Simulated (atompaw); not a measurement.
Pseudopotential generation for chromium: PAW (atompaw), PBEsol, scalar-relativistic.

chromium (Cr), PAW, made with atompaw 4.2.0.5 (PBEsol, scalar-relativistic). Core [Ar], reference 3d4 4s0 4p0 (charge +2). Waves: 4s (bound, empty): rc 2.55 bohr; 4s channel at -0.6 Ry: rc 2.55 bohr; 4p (bound, empty): rc 2.20 bohr; 4p channel at -0.25 Ry: rc 2.20 bohr; 3d (bound): rc 2.55 bohr; 3d channel at -0.05 Ry: rc 2.20 bohr. Local part: bessel scheme, radius 1.90 bohr. Core correction: smooth core density matched at 1.60 bohr. Augmentation charge: besselshape compensation charge, radius 2.10 bohr; PAW radius 2.55 bohr; waves and projectors: custom rrkj gramschmidtortho.

(1) Estimate the cutoffs (Ry, on a coarse ladder) from which the occupation-weighted sum of valence levels, in a spherical-Bessel basis at the reference potential, stays within 10 and 1 mRy of its value at 400 Ry.

(2) What does a ghost test show?

(3) Is the overlap operator S = 1 + Σ q|β⟩⟨β| positive definite (Bessel basis up to 400 Ry)?

## Answers

(1) 15 Ry and 21 Ry.

(2) No extra level below or beside the all-electron valence levels (s, p, d, f tested).

(3) Yes: its lowest eigenvalue is 0.41 (s channel).
